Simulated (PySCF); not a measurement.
FGeH5SSi, SMILES [GeH3][S][SiH2]F. Atoms are numbered in the order given.

```xyz
9

Si     1.8441     0.0460    -0.1445
F      1.4259    -0.4030    -1.6567
S      0.2329     1.1071     0.7181
Ge    -1.3297    -0.3865     0.1536
H      2.1468    -1.2088     0.5872
H      3.0162     0.9516    -0.2094
H     -2.4521    -0.2315     1.1837
H     -1.8347    -0.0895    -1.2598
H     -0.7025    -1.7846     0.2275
```

Geometry optimised at ωB97X-D3(BJ)/def2-SVP. The structure was generated by enumeration, and PubChem lists no compound with its InChIKey, so it may never have been made. Other conformers were not sampled.

All values below come from PySCF with M06-2X/def2-TZVP.

ESP charges are fitted to the potential on shells at 1.4 to 2.0 van der Waals radii. Atomic charges (e):

```json
[
 {"atom": "Si1", "ESP fit": "0.33", "IAO": "1.04", "Mulliken": "0.49"},
 {"atom": "F2", "ESP fit": "-0.23", "IAO": "-0.56", "Mulliken": "-0.35"},
 {"atom": "S3", "ESP fit": "-0.24", "IAO": "-0.45", "Mulliken": "-0.35"},
 {"atom": "Ge4", "ESP fit": "0.22", "IAO": "0.56", "Mulliken": "0.14"},
 {"atom": "H5", "ESP fit": "-0.03", "IAO": "-0.15", "Mulliken": "-0.02"},
 {"atom": "H6", "ESP fit": "0.00", "IAO": "-0.13", "Mulliken": "-0.02"},
 {"atom": "H7", "ESP fit": "-0.01", "IAO": "-0.10", "Mulliken": "0.03"},
 {"atom": "H8", "ESP fit": "-0.01", "IAO": "-0.10", "Mulliken": "0.03"},
 {"atom": "H9", "ESP fit": "-0.02", "IAO": "-0.11", "Mulliken": "0.04"}
]
```
